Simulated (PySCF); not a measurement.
BaCl2, SMILES [Cl][Ba][Cl].

Geometry: B3LYP-D3(BJ)/def2-TZVP. The isomer is the one that the SMILES or the coordinates give; other isomers of the formula were not compared. The def2 effective core potentials stand for the cores of Ba; spin–orbit coupling is left out.

The numbers are results of IEF-PCM-M06-2X/def2-SVP in PySCF 2.14.0, not measurements.

The values are the electrostatic part of the solvation free energy, E(continuum) − E(gas) at the gas-phase geometry, in a cavity of scaled van der Waals radii (PySCF's table); cavitation and dispersion terms are not included. A continuum can't describe solvent molecules that bind to the metal. In vacuum the orbital gap is 6.85 eV. The dipole moment in vacuum is 7.33 D.

Task: Estimate the values in water (ε = 78.36), benzene (ε = 2.27), chlorobenzene (ε = 5.70). (An estimate is asked for; the answer gives what the named calculation found.)

Result: 
```csv
solvent,ε,ΔG(elec) (kcal/mol),dipole (D),gap (eV)
water,78.36,-24.2,8.65,8.31
benzene,2.27,-11.2,7.95,7.55
chlorobenzene,5.70,-18.6,8.35,7.99
```
